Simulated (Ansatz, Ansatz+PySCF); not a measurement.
```yaml
atoms:
  - { symbol: N, position_ang: [0.0000, 0.0000, -0.4711] }
  - { symbol: H, position_ang: [0.0000, 0.0000, 3.2974] }
  - { symbol: Li, position_ang: [30.0000, 0.0000, -0.3995] }
  - { symbol: H, position_ang: [30.0000, 0.0000, 1.1984] }
```

Basis set: 6-31G (spherical functions). Frozen core: 1 orbital. Charge 0, multiplicity 3.

Computed with Ansatz (development build ahead of 0.2.0); each method stands on the lowest determinant of its kind that the runs found.

The atomization energy at this shape (free ground-state atoms in the same class of orbitals less the molecule, no zero-point energy) of triplet LiNH2 in separate pieces:

| method | atomization energy |
| --- | --- |
| UHF-CCSD(T) | 43.05 kcal/mol |
| UHF | 31.30 kcal/mol |

Problem. What does UHF-MP2 give?

Solution. 39.04 kcal/mol. Caution: the unrestricted determinant is a mixture of spin states. Caution for UHF-CCSD(T), UHF-MP2: bonds are stretched, where a single reference can fail.

This basis has no polarisation functions and is too small for such energies, which can lie far from measured ones in either direction.
